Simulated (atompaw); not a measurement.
## Ce: PAW (atompaw) pseudisation with PBEsol, scalar-relativistic reference atom.

atompaw 4.2.0.5 input, output lines left out:

```
Ce 58
GGA-PBESOL scalarrelativistic loggrid 2001 logderivrange -2 5 176
6 6 5 4 0 0
6 1 0
5 2 1
4 3 1
0 0 0
c
c
c
c
c
v
c
c
c
c
v
c
c
v
c
2
3.00 2.90 2.30 2.20
y
1.75
n
y
3.1
n
y
0.15
n
custom polynom2 7 10 vanderbiltortho besselshape
3 -0.5 ultrasoft
3.00
3.00
3.00
3.00
3.00
3.00
```

Poles of the logarithmic derivatives, all-electron (AE) and pseudo (PS). s: poles at 2.8 (AE) and -0.9, 2.7 (PS) Ry. p: poles at -1.5, 4.0 (AE) and 0.4, 4.0 (PS) Ry. d: poles at 0.6 (AE) and 0.6, 2.1 (PS) Ry. Test radius 3.01 bohr.

* Cutoffs needed: 10 Ry and 21 Ry (the cutoffs (Ry, on a coarse ladder) from which the occupation-weighted sum of valence levels, in a spherical-Bessel basis at the reference potential, stays within 10 and 1 mRy of its value at 400 Ry)
* Ghost test: ghost states, extra bound levels that the all-electron valence spectrum of the same l lacks: s at -172.9 eV, p at -48.5 eV, s at -13.1 eV, f at -3.0 eV; a true bound ghost makes a file unfit for plane-wave use (spherical-Bessel basis up to 400 Ry, 20 bohr box)
* Lowest eigenvalue of the overlap operator: 0.25 (s channel)
* Overlap eigenvalues printed by atompaw (projector basis): 0.0457, 0.0869, 0.358, 193, 3.23e+03, 1.43e+04
* Share of each valence orbital outside the PAW sphere: 6s 83 %, 6p 95 %, 5d 40 %
